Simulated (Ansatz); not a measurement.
Input file for Ansatz (a quantum-chemistry and plane-wave program): U-CCSD(T)/cc-pVTZ on C2H3B (SMILES BC#C), a point of a bond scan (R = 1.170 Å).

Ansatz 0.2 input:
```yaml
crystal:
  periodic: [false, false, false]
  atoms:
    - {symbol: B, position_ang: [-1.19336207, -0.05181280, -0.71503351]}
    - {symbol: C, position_ang: [0.09242682, 0.00401294, 0.05537990]}
    - {symbol: C, position_ang: [1.12928729, 0.04903083, 0.67664147]}
    - {symbol: H, position_ang: [2.13232370, 0.09258017, 1.27763648]}
    - {symbol: H, position_ang: [-1.95463786, 0.86080340, -0.66658092]}
    - {symbol: H, position_ang: [-1.44997504, -1.00862318, -1.37338029]}
basis:
  gaussian:
    orbitals: cc-pVTZ
correlation: {method: ccsd_t, electrons: outside_noble_gas}
scf: {omitted_lower_state_checks: [cluster_reference]}
magnetization: {spin_polarized: true, initial_magnetization: 0}
```

The log:

```
WARN ansatz: RAYON_NUM_THREADS=1 ignored (pool sized by the plan → 1); use --threads N
Functional definition: HF
these checks for a lower state are left out or cut short: cluster_reference
integrals: 0.39 GiB planned
753 factors; integrals over basis functions are off by at most 1.2e-3 eV
mean field: 0.30 GiB planned
mean field evaluation 1: about -2776.8138 eV, gradient 1.8e1 eV
mean field evaluation 2: about -2776.8179 eV, gradient 1.8e1 eV
mean field evaluation 4: about -2778.6904 eV, gradient 2.5e0 eV
mean field evaluation 8: about -2778.7310 eV, gradient 4.2e-4 eV
mean field evaluation 16: about -2778.7301 eV, gradient 8.8e-2 eV
mean field -2778.73099301 eV, -102.1164805017 hartree, gradient 2.4e-6 eV, S^2 0.000000; 2 other end points of the search recorded, 0 dependent functions left out
3 core orbitals not correlated
reference -2778.73099301 eV, -102.1164805017 hartree; 7, 7 occupied and 122, 122 virtual orbitals, 753 factors
second order -10.90569874 eV of doubles, -0.00000000 eV of singles
coupled cluster: 0.98 GiB planned
cycle   1  -11.07428108 eV  change   -1.7e-1 eV  update   8.7e-2
cycle   2  -11.43888205 eV  change   -3.6e-1 eV  update   2.7e-2
cycle   3  -11.52133246 eV  change   -8.2e-2 eV  update   1.3e-2
cycle   4  -11.52172625 eV  change   -3.9e-4 eV  update   3.6e-3
cycle   5  -11.52207716 eV  change   -3.5e-4 eV  update   1.2e-3
cycle   6  -11.52197764 eV  change    1.0e-4 eV  update   4.4e-4
cycle   7  -11.52203744 eV  change   -6.0e-5 eV  update   1.4e-4
cycle   8  -11.52207413 eV  change   -3.7e-5 eV  update   7.4e-5
cycle   9  -11.52206508 eV  change    9.0e-6 eV  update   2.7e-5
cycle  10  -11.52205426 eV  change    1.1e-5 eV  update   9.2e-6
perturbative correction -0.57253002 eV, -0.0210400902 hartree
Total energy: -2790.82557730 eV, -102.5609482761 hartree
Checks for a lower state left out: cluster_reference
```

The run converged.

Cost: roughly 14 core-seconds.
